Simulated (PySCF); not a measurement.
C₇H₇BF₂.
Structure used (PBE0-D3(BJ)/def2-SVP), in Å, numbered top down from 1:
```
atom  x, y, z in Å
F1    -3.148    0.216    0.579
C2    -2.413   -0.298   -0.434
F3    -2.754    0.385   -1.551
C4    -0.934   -0.143   -0.155
C5    -0.533    1.138    0.157
C6     0.752    1.657    0.454
C7     1.965    1.011    0.499
B8     2.270   -0.464    0.242
C9     1.202   -1.498   -0.106
C10   -0.151   -1.324   -0.267
H11   -2.705   -1.353   -0.572
H12   -1.343    1.875    0.187
H13    0.747    2.732    0.673
H14    2.806    1.666    0.757
H15    3.422   -0.835    0.325
H16    1.532   -2.534   -0.255
H17   -0.738   -2.217   -0.522
```

The closed-shell ground state was solved at several levels (PySCF, density fitting, gas phase, non-relativistic).

| level | basis functions | total energy (Eh) | HOMO (eV) | LUMO (eV) | gap (eV) | dipole (D) |
| --- | --- | --- | --- | --- | --- | --- |
| PBE0/pcSseg-1 | 205 | -494.8573 | -7.47 | -2.51 | 4.96 | 0.43 |
| wB97X-D/pcSseg-1 | 205 | -495.2441 | -9.14 | -0.83 | 8.31 | 0.45 |

Task: What might CAM-B3LYP/def2-SVPD (262 basis functions) give for the same quantities?

Result: Total energy -494.8985 Eh, HOMO -8.60 eV, LUMO -1.51 eV, gap 7.09 eV, dipole 0.43 D.

Task: Over all these levels, which gives the widest orbital gap and which the narrowest?

Result: wB97X-D/pcSseg-1 (range-separated hybrid) has the widest, 8.31 eV, and PBE0/pcSseg-1 (global hybrid, 25 % exact exchange) the narrowest, 4.96 eV. The two share the basis. From the narrowest to the widest the HOMO moves by -1.67 eV and the LUMO by +1.68 eV.

Task: How far do the dipole and the HOMO energy spread over the levels?

Result: The dipole runs from 0.43 to 0.45 D (mean 0.43 D) and the HOMO from -9.14 to -7.47 eV.

One conformer stands for the species.

Note: wB97X-D ran without an empirical dispersion term, which enters the total energy and its gradient alone.
